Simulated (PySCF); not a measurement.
Job file and geometry (Å, from GFN2-xTB) of an NMR shielding run on SMILES FC(SB)=C(F)F, C₂H₂BF₃S, PySCF, GIAO PBE0/pcSseg-1 NMR shielding, non-relativistic, gas phase; density fitting, a coarse starting grid and PySCF grid level 2 are the driver's defaults:

```
$ OMP_NUM_THREADS=1 python probes_run.py task.json out

{"job": {"kind": "nmr", "xc": "PBE0", "basis": "pcSseg-1"}, "charge": 0, "multiplicity": 1}
B      1.952475     0.892795    -0.624266
S      0.221148     1.182671    -0.643719
C     -0.509699    -0.403094    -0.333250
F      0.284887    -1.479539    -0.293926
C     -1.820251    -0.562399    -0.152308
F     -2.422052    -1.721328     0.070930
F     -2.691632     0.431646    -0.170175
H      2.387265    -0.167972    -0.431111
H      2.611420     1.833215    -0.816224
```

Problem. What does the program print?

Solution. 
```
coarse grid: 9384 points
cycle   1  E = -799.1782515425  dE =  1.102e+00  |g| = 7.400e-01  |ddm| = 2.897e+00
cycle   2  E = -799.0300269022  dE =  1.482e-01  |g| = 1.199e+00  |ddm| = 1.201e+00
cycle   3  E = -799.2763834003  dE = -2.464e-01  |g| = 6.255e-02  |ddm| = 7.860e-01
cycle   4  E = -799.2767858711  dE = -4.025e-04  |g| = 4.053e-02  |ddm| = 6.464e-02
cycle   5  E = -799.2770215978  dE = -2.357e-04  |g| = 9.371e-03  |ddm| = 3.175e-02
cycle   6  E = -799.2770343555  dE = -1.276e-05  |g| = 2.232e-03  |ddm| = 6.834e-03
cycle   7  E = -799.2770352783  dE = -9.227e-07  |g| = 7.491e-04  |ddm| = 2.388e-03
final grid: 90928 points
cycle   8  E = -799.3383570642  dE = -3.637e-05  |g| = 7.463e-03  |ddm| = 2.352e-02
cycle   9  E = -799.3383463536  dE =  1.071e-05  |g| = 1.059e-02  |ddm| = 1.431e-02
cycle  10  E = -799.3383695660  dE = -2.321e-05  |g| = 9.790e-04  |ddm| = 8.435e-03
cycle  11  E = -799.3383697469  dE = -1.809e-07  |g| = 3.425e-04  |ddm| = 1.109e-03
cycle  12  E = -799.3383697752  dE = -2.830e-08  |g| = 8.666e-05  |ddm| = 3.590e-04
cycle  13  E = -799.3383697765  dE = -1.308e-09  |g| = 3.015e-05  |ddm| = 7.447e-05
cycle  14  E = -799.3383697767  dE = -2.090e-10  |g| = 6.338e-06  |ddm| = 3.528e-05
converged SCF energy = -799.3383697767

GIAO shielding tensors (ppm)
atom      isotropic    diamagn.    paramagn.     s11        s22        s33       span
  0 B       41.868     194.509    -152.642    -21.416      5.230    141.789    163.205
  1 S      332.229    1056.895    -724.665     88.278    440.770    467.640    379.363
  2 C       49.847     255.914    -206.066     11.814     58.510     79.218     67.403
  3 F      352.846     472.943    -120.097    272.403    372.876    413.260    140.856
  4 C       20.455     248.648    -228.194    -38.403     43.281     56.485     94.888
  5 F      266.101     470.376    -204.275    234.848    278.634    284.821     49.972
  6 F      287.780     472.492    -184.712    262.814    290.467    310.058     47.244
  7 H       24.500      29.617      -5.118     18.425     25.260     29.815     11.390
  8 H       24.848      28.571      -3.724     20.264     26.756     27.523      7.260
```

Size and cost of the density-fitted run: 136 basis functions, 14 s wall time on 1 thread of an Arm Neoverse V1, shared host; peak memory 0.64 GiB.
